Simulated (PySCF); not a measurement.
Work out the structure from these simulated measurements.

Elements present: B, C, Cl, H and O. Monoisotopic mass: 165.9931 u.

- 13C NMR: chemical shifts (computed TMS as zero) by class: 72.6 (1 C), 66.3 (1 C), 32.9 (1 C) ppm [GIAO PBE/pcSseg-1]
- Valence photoelectron: vertical ionisation energy: 10.63 eV [ΔSCF CAM-B3LYP/def2-SVPD]
- Rotational structure: rotational constants A, B, C: 1.963, 0.742, 0.575 GHz [PBE0-D3(BJ)/def2-SVP]
- UV, first state: lowest singlet excitation: 5.80 eV (214 nm, f = 0.003) [TDDFT CAM-B3LYP/def2-SVPD]
- Dipole: 2.63 D [CAM-B3LYP/def2-SVPD]
- Polarisability: 92.0 au [CAM-B3LYP/def2-SVPD]
- Triplet: lowest triplet excitation (Tamm–Dancoff): 5.39 eV [TDA CAM-B3LYP/def2-SVPD]
- 1H NMR: chemical shifts (computed TMS as zero) by class: 4.26 (1 H), 4.15 (1 H), 4.14 (1 H), 4.12 (1 H), 1.83 (1 H), 1.66 (1 H) ppm [GIAO PBE/pcSseg-1]

Gas-phase values; electronic properties from PySCF, density fitting. Levels stand in brackets. Geometry: PBE0-D3(BJ)/def2-SVP, one conformer, isolated molecule. Each NMR value is the plain mean over a class of atoms that symmetry, rotation or inversion makes alike.

Task: Which formula fits the mass and the elements?

Result: C3H6B2Cl2O2 (calculated 165.9931). No other formula that holds each of these elements comes within 0.0003 u with a fitting electron parity and a possible valence count.

Task: What is the compound? Reason from the data.

Result: Numbering: `[Cl:1][B:2]([Cl:3])[C@@H:4]1[CH2:5][CH2:6][O:7][BH:8][O:9]1`. 3 carbons fall into 3 classes; from least to most shielded: ring sp3 carbon bound to oxygen [C4] (72.6 ppm), ring sp3 carbon bound to oxygen [C6] (66.3 ppm), ring CH2 carbon [C5] (32.9 ppm). Hydrogen classes from least to most shielded: 1 H on a three-coordinate boron, B8 (4.26 ppm), 1 H on an sp3 carbon bound to oxygen, C6 (4.15 ppm), 1 H on an sp3 carbon bound to oxygen, C6 (4.14 ppm), 1 H on an sp3 carbon bound to oxygen, C4 (4.12 ppm), 1 H on a ring CH2 carbon, C5 (1.83 ppm), 1 H on a ring CH2 carbon, C5 (1.66 ppm). S1 is mainly HOMO→LUMO (weight 0.71); the largest Löwdin shares of the orbital it empties are 0.26 on a boron-bound oxygen, 0.20 on a boron-bound oxygen, 0.14 on an sp3 carbon bound to oxygen and 0.08 on a three-coordinate boron, of the orbital it fills 0.44 on a three-coordinate boron, 0.20 on a chlorine bonded to B, 0.17 on a chlorine bonded to B and 0.09 on an sp3 carbon bound to oxygen. The optimised geometry has point group C1 and is an asymmetric top. Structure: `ClB(Cl)[C@@H]1CCOBO1`. The assignments are read from this structure; whether some other isomer fits the data as well wasn't checked. The mirror image fits equally.
